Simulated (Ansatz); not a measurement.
Consider the ligand exchange at the Al–N bond: `[NH2][Al]([SH])[Cl]` + H₂S → `[SH][Al]([SH])[Cl]` + NH₃.

Computed with Ansatz on PBE0-D4/def2-TZVP structures; ΔE is electronic, products minus reactants. CBS: MP2 limit from def2 TZ/QZ plus the TZ coupled-cluster correction, frozen cores. This one scheme is used for every species. DFT in def2-TZVPP. B3LYP here is the variant with VWN-RPA as its local correlation; programs differ in this. HSE06 is defined as in plane-wave codes. One conformer a species, not always the lowest.

Task: Is it downhill or uphill in electronic energy at CCSD(T)/CBS, and by how much? (Best estimate.)

Result: The calculation gave: Downhill: ΔE = -0.23 eV.

Task: What do these levels give: LDA (SPW92), BLYP-D4, B3LYP-D4, HSE06-D4, ωB97M-V, PBE-QIDH, PBE0, CCSD(T)/def2-SVP, HF/def2-QZVPP, HF/CBS(def2), MP2/CBS(def2), CCSD/CBS(def2)? (Estimate.)

Result: The calculation gave: LDA (SPW92) -0.24, BLYP-D4 -0.21, B3LYP-D4 -0.20, HSE06-D4 -0.30, ωB97M-V -0.21, PBE-QIDH -0.26, PBE0 -0.28, CCSD(T)/def2-SVP -0.19, HF/def2-QZVPP -0.13, HF/CBS(def2) -0.13, MP2/CBS(def2) -0.26, CCSD/CBS(def2) -0.21 eV.

Largest T1 diagnostic among the species: 0.010.

Leaving LDA and LC-ωPBE aside and taking each functional with its dispersion term where it has one, the values, not all of them listed here, spread over 0.15 eV, from revPBE-D4 to CAM-B3LYP-D4. LDA lies +0.05 eV from PBE without D4. In def2-TZVPP, CCSD(T) changes the Hartree–Fock value by −0.06 eV (the triples alone add −0.02 eV) and MP2 by −0.09 eV.
